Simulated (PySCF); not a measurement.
Species: C6H5FNP.
Z-matrix (Å and degrees, GFN2-xTB geometry), rows numbered from 1:
```
F 
C   1  1.3409
P   2  1.6741  1  120.62
C   3  1.8317  2   97.46  1   179.09
C   4  1.3923  3  119.07  2  -135.22
C   5  1.3856  4  118.61  3  -179.30
N   6  1.3212  5  123.36  4     0.42
C   7  1.3215  6  118.08  5     0.48
C   8  1.3854  7  123.53  6    -0.22
H   2  1.0835  1  111.57  3   178.08
H   5  1.0799  4  120.53  3     1.11
H   6  1.0820  5  121.04  4  -179.79
H   8  1.0823  7  115.58  6   179.46
H   9  1.0800  4  120.97  3     0.33
```

Definitions: NICS(0) = −σiso at the ring centroid; NICS(1) = −σiso and NICS(1)zz = −σzz at ±1 Å along the ring normal z. Level: GIAO PBE0/pcSseg-1 (PySCF, non-relativistic, gas phase) on the GFN2-xTB geometry, one conformer.

Ring bond lengths (Å), with Mayer bond orders in brackets: C4–C5 1.392 (1.38), C5–C6 1.386 (1.40), C6–N7 1.321 (1.48), N7–C8 1.321 (1.48), C8–C9 1.385 (1.40), C9–C4 1.392 (1.35).

**Question.** What do the NICS probes read (ppm)?

**Answer.** 
```tsv
ring	type	NICS(0)	NICS(1), two faces	NICS(1)zz, two faces	rms pucker (Å)	centre to ring atoms, mean (Å)
C4–C5–C6–N7–C8–C9	6-membered ring with N; formal bonds all aromatic	-7.0	-11.0 / -11.0	-28.4 / -27.6	0.01	1.37
```

**Question.** What do they say, and how far can they be read as aromaticity?

**Answer.** 
- C4–C5–C6–N7–C8–C9: mean NICS(1)zz -28.0 ppm, shielded. For a flat ring without four-coordinate atoms the NICS criterion counts such a value as aromatic.

**Question.** What does the geometric index give? HOMA = 1 − mean of α(R − Ropt)² over the ring bonds, with Krygowski's 1993 parameters (CC: Ropt 1.388 Å, α 257.7 Å⁻²; CN: Ropt 1.334 Å, α 93.52 Å⁻²).

**Answer.** 
- C4–C5–C6–N7–C8–C9: HOMA 0.99; the largest term is that of C6–N7, α(R − Ropt)² = 0.02. The geometric and the magnetic index point the same way.

**Question.** At the first NICS(1) probe listed for ring C4–C5–C6–N7–C8–C9, 1 Å off the ring, what do the in-plane components average?

**Answer.** The isotropic value is a third of the trace: (3 × -11.0 − (-28.4))/2 = -2.3 ppm.

**Question.** Give the inner angles of the rings and the Hirshfeld charges of the ring atoms.

**Answer.** 
- C4–C5–C6–N7–C8–C9: C4 118.0° (-0.042 e), C5 118.6° (-0.056 e), C6 123.4° (+0.021 e), N7 118.1° (-0.160 e), C8 123.5° (+0.019 e), C9 118.5° (-0.056 e); sum 720.0° against 720° for a flat convex ring.

**Question.** What are the shieldings of the ring atoms and their hydrogens in the same run (means over atoms taken as equivalent)?

**Answer.** 
```json
{"atoms": "C4", "environment": "substituted aromatic carbon", "σ isotropic (ppm)": "33.3", "principal values of the symmetric part, first atom (ppm)": "-58.2, -16.7, 174.8"}
{"atoms": "C5 (×2)", "environment": "aromatic CH carbon", "σ isotropic (ppm)": "55.4", "principal values of the symmetric part, first atom (ppm)": "-62.1, 52.0, 170.9"}
{"atoms": "C6 (×2)", "environment": "aromatic CH next to a ring nitrogen", "σ isotropic (ppm)": "31.1", "principal values of the symmetric part, first atom (ppm)": "-77.2, 24.8, 146.9"}
{"atoms": "N7", "environment": "pyridine-type nitrogen", "σ isotropic (ppm)": "-93.1", "principal values of the symmetric part, first atom (ppm)": "-415.0, -177.2, 313.0"}
{"atoms": "H11 (×2)", "environment": "aromatic hydrogen", "σ isotropic (ppm)": "24.14", "principal values of the symmetric part, first atom (ppm)": "21.0, 22.2, 29.0"}
{"atoms": "H12 (×2)", "environment": "aromatic hydrogen", "σ isotropic (ppm)": "22.72", "principal values of the symmetric part, first atom (ppm)": "18.7, 22.6, 26.8"}
```
